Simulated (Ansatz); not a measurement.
Reaction (ligand exchange at the Si–O bond): `O[SiH2]O[SiH2]O` + `CO[SiH2]S` → `CO[SiH2]S[SiH2]O` + `O[SiH2]O`

Calculated with Ansatz (gas phase, PBE0-D4/def2-TZVP geometries, no zero-point term in ΔE). CCSD(T)/CBS is the MP2 limit (def2-TZVPP, def2-QZVPP) plus CCSD(T) − MP2 in def2-TZVPP, frozen cores. This one scheme is used for every species. DFT in def2-TZVPP. B3LYP here is the variant with VWN-RPA as its local correlation; programs differ in this. One conformer a species, not always the lowest.

```
             level  ΔE (kcal/mol)  difference from CCSD(T)/CBS
            PBE-D4            5.0                         -4.3
           ωB97M-V            9.0                         -0.3
            B2PLYP           11.1                          1.8
             B3LYP           12.0                          2.7
    MP2/def2-TZVPP            8.7                         -0.6
SCS-MP2/def2-TZVPP           10.9                          1.6
    MP2/def2-QZVPP            8.5                         -0.8
SCS-MP2/def2-QZVPP           10.7                          1.4
     MP2/CBS(def2)            8.0                         -1.3
    CCSD/CBS(def2)           10.8                          1.5
       CCSD(T)/CBS            9.3                            0
```

Largest T1 diagnostic among the species: 0.012.

In def2-TZVPP, CCSD(T) changes the Hartree–Fock value by −7.5 kcal/mol (the triples alone add −1.5 kcal/mol) and MP2 by −8.8 kcal/mol. From PBE to PBE0 (25 % exact exchange), in def2-TZVPP and without D4, ΔE moves by +1.5 kcal/mol. The D4 term adds −2.4 kcal/mol with B3LYP and −1.3 kcal/mol with PBE0; it sums over pairs of atoms, weighted by their polarisabilities, and B3LYP, whose exchange is more repulsive, gets the larger term.

CCSD(T)/CBS has its own doubt, a few kJ/mol and more with outer-core shells, so smaller differences from it don't rank the levels.
